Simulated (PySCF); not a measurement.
Species: CH₈N₄Si₃.
Cartesian coordinates in Å at the GFN2-xTB level; atoms count from 1:
```xyz
16
CH8N4Si3 angstrom
N      0.6788   -3.4293    2.2801
C      0.5303   -2.6616    1.4437
Si     0.2917   -1.4544    0.0340
N     -1.2678   -0.7528    0.2278
Si    -1.7563    0.8241   -0.2899
N     -0.3246    1.6009   -0.8651
Si     1.3078    1.4280   -0.3273
N      1.4573   -0.2035    0.2292
H      0.4414   -2.1973   -1.2270
H     -2.0004   -1.3433    0.5818
H     -2.6771    0.7448   -1.4311
H     -2.3627    1.5087    0.8596
H     -0.4937    2.4228   -1.4193
H      1.6440    2.3119    0.7972
H      2.1642    1.6725   -1.4951
H      2.3592   -0.4624    0.5900
```

Theory: PBE0/def2-SVPD in PySCF (dipole) on a GFN2-xTB geometry, gas phase.

Masses are those of the commonest isotopes; rigid-rotor values at the optimised geometry. The values belong to one conformer with, in the numbering `[N:1]#[C:2][SiH:3]1[NH:4][SiH2:5][NH:6][SiH2:7][NH:8]1`, C2–Si3–N4–Si5 151°, Si3–N4–Si5–N6 -6°, N4–Si5–N6–Si7 -33°, Si5–N6–Si7–N8 31°.

Task: What are A, B and C (cm⁻¹)?

Result: Ia = 249.38, Ib = 571.28, Ic = 764.27 u·Å²; 505379 MHz·u·Å²/I gives 2027, 884.6 and 661.3 MHz, that is A = 0.06760, B = 0.02951, C = 0.02206 cm⁻¹.

Task: What kind of rotor is it?

Result: An asymmetric top; Ray's κ = -0.673.

Task: Is it planar, by Δ = Ic − Ia − Ib?

Result: Not planar: Δ = Ic − Ia − Ib = -56.39 u·Å². For a rigid frame Δ = −2 Σ m c², so Σ m c² = 28.19 u·Å² lies off the ab plane: 10.70 from hydrogen and 17.49 from heavier atoms. The atom farthest from that plane is 2.08 Å away.

Task: Give the other two planar moments, Paa and Pbb, and the rms extents of the mass along the axes.

Result: Paa = Σ m a² = (Ib + Ic − Ia)/2 = 543.08 and Pbb = Σ m b² = (Ia + Ic − Ib)/2 = 221.19 u·Å². With the mass M = 160.01 u, the rms extents √(P/M) along a, b and c are 1.84, 1.18, 0.42 Å.

Task: Which types of transition are allowed, and where do some lines up to J = 3 fall?

Result: The dipole components are |μa| = 3.83 D, |μb| = 0.00 D, |μc| = 0.98 D; the mirror of this Cs structure is the ac plane, so μb vanishes by symmetry (the 0.01 D computed is a residue) and there are no b-type lines. The squared components, which scale the intensities, stand as 1.00 : 0.07 (a : c). Some of the stronger lines:

```
type  branch         J(Ka,Kc)   MHz  lower level (cm⁻¹)
   a       Q  2(1,1) ← 2(1,2)   670               0.185
   a       Q  3(1,2) ← 3(1,3)  1338               0.328
   a       R  1(0,1) ← 0(0,0)  1546               0.000
   a       R  2(1,2) ← 1(1,1)  2868               0.090
   a       R  2(0,2) ← 1(0,1)  3062               0.052
   a       R  2(1,1) ← 1(1,0)  3315               0.097
   a       R  3(1,3) ← 2(1,2)  4285               0.185
   a       R  3(0,3) ← 2(0,2)  4522               0.154
   a       R  3(2,2) ← 2(2,1)  4638               0.322
   a       R  3(2,1) ← 2(2,0)  4753               0.323
```

No frequency check. No vibrational averaging or centrifugal distortion is included, and the geometry carries the error of its method. A rigid rotor knows nothing of inversion at nitrogen, which can split or shift real lines. Quadrupole hyperfine structure (14N) is left out.
